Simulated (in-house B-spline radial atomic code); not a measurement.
How numerical settings move a run on neutral germanium, [Ar] 3d10 4s2 4p2. Computed with a B-spline radial code for spherical atoms: Dirac-Hartree-Fock, average of configuration, Fermi nucleus of rms radius 4.0742 fm.

Command:
```bash
python run_scf.py task.json out
```
Settings of the sound reference run:
```
Z                32
electrons        32
configuration    [Ar] 3d10 4s2 4p2
hamiltonian      dirac
method           hf
spin_polarised   False
nucleus          fermi
rms_radius       4.0742
mass_number      74
atomic_mass      73.92118
speed_of_light   137.036
knot_spacing     0.22
spline_order     8
gauss_points     12
box_radius       50
max_iterations   70
damping          0.5
damped_steps     3
diis_vectors     10
tolerance        1e-08
start            Thomas-Fermi
```

Run time, properties included: 1.7 s on 1 thread of Intel(R) Xeon(R) Platinum 8488C (shared host).

It converges in 10 iterations to -2097.470375 hartree, with 4p3/2 at -7.23568 eV. The other runs change the listed settings, some to values that make no sense; their results aren't properties of the atom or ion. Radii are in bohr (the nuclear one in fm), a minus after a letter asks for a j subshell, and «unchanged» means within 1e-8 hartree. The run stops when the residual is below 10 × tolerance × max(1, Z/10), or a noise floor if that is larger, and the energy moves by less than 1e-8 × √|E| hartree; so very loose and very tight tolerances often act alike.

```tsv
changed settings	outcome
electrons = 33, configuration = [Ar] 3d10 4s2 4p2 1f1, max_iterations = 60	stopped with error: there is no 1f shell
spline_order = 7, gauss_points = 3, max_iterations = 100	converged in 10 iterations, energy +3.17e-05 hartree from the reference, 4p3/2 level +5.4e-06 eV
gauss_points = 4	converged in 10 iterations, energy +2.28e-08 hartree from the reference
spline_order = 3	converged in 9 iterations, energy +4.77e-02 hartree from the reference, 4p3/2 level -7.8e-04 eV
spline_order = 6	converged in 10 iterations, energy +1.04e-06 hartree from the reference
speed_of_light = 24.00871	stopped with error: Z/c is past the critical charge
first_knot = 0.0312, max_iterations = 2, tolerance = 1e-06, start = bare nucleus	not converged after 2 iterations, last residual 2.2e+00, last energy +1.87e+02 hartree from the reference
box_radius = 3, first_knot = 0.0312, max_iterations = 50, tolerance = 1e-10	converged in 12 iterations, energy +1.94e+00 hartree from the reference, 4p3/2 level +1.8e+01 eV (the program warns: 4p3/2 has a positive eigenvalue: unbound, held by the box; 4p1/2 has a positive eigenvalue: unbound, held by the box)
spline_order = 7, first_knot = 3.13e-06, max_iterations = 75, damped_steps = 0	converged in 8 iterations, energy +6.37e-08 hartree from the reference, 4p3/2 level +5.7e-06 eV
spline_order = 4	converged in 10 iterations, energy +7.49e-04 hartree from the reference, 4p3/2 level -1.9e-05 eV
```

Question: What happens with gauss_points = 16?

Answer: Converged in 10 iterations, energy unchanged.

Question: What happens with spline_order = 5?

Answer: Converged in 10 iterations, energy +2.20e-05 hartree from the reference, 4p3/2 level -5.9e-07 eV.

Question: What happens with gauss_points = 3?

Answer: Converged in 9 iterations, energy +5.46e-05 hartree from the reference, 4p3/2 level -9.0e-06 eV.

Question: What happens with spline_order = 7?

Answer: Converged in 10 iterations, energy +6.70e-08 hartree from the reference.
